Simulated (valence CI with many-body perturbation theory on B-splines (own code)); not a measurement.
The numbers below are computed, except where a source is named.
## Basis-set convergence for Rb15+

Level of theory: configuration interaction combined with many-body perturbation theory (CI+MBPT): four valence electrons over a frozen Dirac-Fock core [Ar], radial functions for each j: 7 s, 7 p, 8 d, 6 f, 4 g, 1 h, with the one-electron correlation potential Σ1 (screened to all orders), the two-electron term Σ2, the three-electron term Σ3, Breit, model QED; selected single and double excitations, second order for the rest, scaled by the run's own slope (own B-spline code, finite nucleus).

No measured spectrum was set against this ion. As an estimate, terms of the open shell hold to 2 to 4 % of their energy, and close levels can change places. Only levels of the ground parity were solved; by the run's estimate the other parity begins above the list, which can be wrong where configurations are misplaced.

The reference run has the lowest level 3d⁴ ⁵D_0 and an ionisation energy of 550.051 eV. Its largest variational space holds 16989 state functions.

Names give the largest LS component (configuration and term), which can be under half, so a name can repeat, a term be missing and a line seem to break the LS rules; names also repeat where a configuration has a term twice. Letters in brackets count levels of one name in rising energy.

Changed runs:
A. basis 6 s, 6 p, 5 d, 5 f, 1 g
B. basis 5 s, 5 p, 4 d, 4 f

Excitation energies of the reference run in cm⁻¹, and shifts in cm⁻¹:

```tsv
Level	Reference	A	B
3d⁴ ⁵D_1	3110	-23	-41
3d⁴ ⁵D_2	7455	-39	-66
3d⁴ ⁵D_3	12217	-41	-66
3d⁴ ⁵D_4	17061	-31	-45
3d⁴ ³P_0 [a]	52370	+458	+955
3d⁴ ³H_4	58434	+321	+956
3d⁴ ³P_1 [a]	65024	+445	+1009
3d⁴ ³H_5	65326	+281	+932
3d⁴ ³F_3 [a]	67806	+366	+1005
3d⁴ ³H_6	69378	+285	+952
3d⁴ ³F_2 [a]	69682	+409	+1040
3d⁴ ³F_4 [a]	73309	+336	+956
Ionisation energy (eV)	550.051	-0.082	-0.121
```
